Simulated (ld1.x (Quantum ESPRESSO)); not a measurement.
**What one change does to a pseudopotential (Pt, RRKJ)**

platinum (Pt), norm-conserving RRKJ (Kleinman–Bylander form), made with ld1.x (Quantum ESPRESSO) 7.5 (LDA (PZ), fully relativistic). Core [Xe] 4f14, reference 5d9 6s0.75 6p0.25. Waves: 6s (bound): rc 2.35 bohr; 6p (bound): rc 3.85 bohr; 5d (bound): rc 1.30 bohr. Local part: all-electron potential smoothed inside 3.55 bohr (lloc = -2). Core correction: Bessel-smoothed model core, default radius (core density twice the valence density). rho0 = 0.005.

Open shells are filled in proportion to 2j + 1 (rel_dist='average').

Change: wave 6p (bound): rc 3.85 bohr becomes 6p (bound): rc 5.60 bohr.

Cutoffs: the cutoffs (Ry, on a coarse ladder) from which the occupation-weighted sum of valence levels, in a spherical-Bessel basis at the reference potential, stays within 10 and 1 mRy of its value at 400 Ry; they do not see the model core or the augmentation charge, which bear on the density cutoff. Errors are all-electron minus pseudo energies relative to the spin-unpolarised reference configuration.

Q: Predict the effect on cutoff, ghosts and configuration errors.

A: The potential gets neither clearly harder nor softer (100 Ry and 140 Ry → 100 Ry and 140 Ry); both files keep a bound ghost (s); of the 7 tests that both files solve, the error grows in 2 and shrinks in 2 by more than 15 % and 0.3 meV (median size 26.0 → 23.4 meV).

| quantity | base | changed |
| --- | --- | --- |
| cutoff, loose | 100 Ry | 100 Ry |
| cutoff, tight | 140 Ry | 140 Ry |
| bound ghosts | s | s |
| error for 5d9 6s1 6p0, meV [ΔE -1.25 eV] | -0.6 | -0.1 |
| error for 5d9 6s0 6p0, meV [ΔE 8.31 eV] | -11 | -13 |
| error for 5d8 6s0 6p0, meV [ΔE 28.59 eV] | -151 | -162 |
| error for 5d8 6s1 6p1, meV [ΔE 5.30 eV] | -155 | -122 |
| error for 5d8 6s1 6p0, meV [ΔE 10.20 eV] | -177 | -184 |
| error for 5d9 6s0.5 6p0, meV [ΔE 2.62 eV] | -2.5 | -3.1 |
| error for 5d9.5 6s0.5 6p0, meV [ΔE -1.34 eV] | -26 | -23 |

 A true bound ghost makes a file unfit for plane-wave use even where its test errors are small: the radial tests pick states by their node count and pass the ghost by.
